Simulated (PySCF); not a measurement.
Si(F)(Br)(OH)2 (BrFH2O2Si), SMILES O[Si](O)(F)Br. Atoms are numbered in the order given.

```xyz
7

O     -0.1738     2.0364     0.2235
Si    -0.5620     0.4580     0.3685
O     -2.0646     0.2380    -0.2499
F     -0.5455    -0.0021     1.9150
Br     0.9730    -0.7599    -0.6316
H     -0.9141     2.6497     0.1363
H     -2.4562    -0.6426    -0.2131
```

The structure is a stationary point at r2SCAN-D4/def2-SVP. The geometry has at least one imaginary mode, so it is a saddle point at that level. This is a generated structure with no PubChem entry under its InChIKey; it may be hypothetical. The values are those of a single conformer.

All values below come from PySCF with PBE/pcSseg-1.

GIAO shieldings, no solvent; atoms listed in one row are averaged. δ = σ(ref) − σ: ¹⁷O against H2O (σ = 334.3 ppm); ²⁹Si against TMS (σ = 335.4 ppm); ¹⁹F against CFCl3 (σ = 133.6 ppm); ¹H against TMS (σ = 31.49 ppm), references at their B3LYP-D3(BJ)/def2-TZVP geometries, non-relativistic (without spin–orbit terms, shifts of atoms bonded to Cl or Br come out too high).

Task: Estimate the chemical shifts. (An estimate is asked for; the answer gives what the named calculation found.)

Result: 
```json
[
 {"nucleus": "¹⁷O", "atoms": "O3", "count": "1", "δ (ppm)": "84.5"},
 {"nucleus": "¹⁷O", "atoms": "O1", "count": "1", "δ (ppm)": "67.1"},
 {"nucleus": "²⁹Si", "atoms": "Si2", "count": "1", "δ (ppm)": "-41.5"},
 {"nucleus": "¹⁹F", "atoms": "F4", "count": "1", "δ (ppm)": "-125.6"},
 {"nucleus": "¹H", "atoms": "H6", "count": "1", "δ (ppm)": "2.82"},
 {"nucleus": "¹H", "atoms": "H7", "count": "1", "δ (ppm)": "2.71"}
]
```
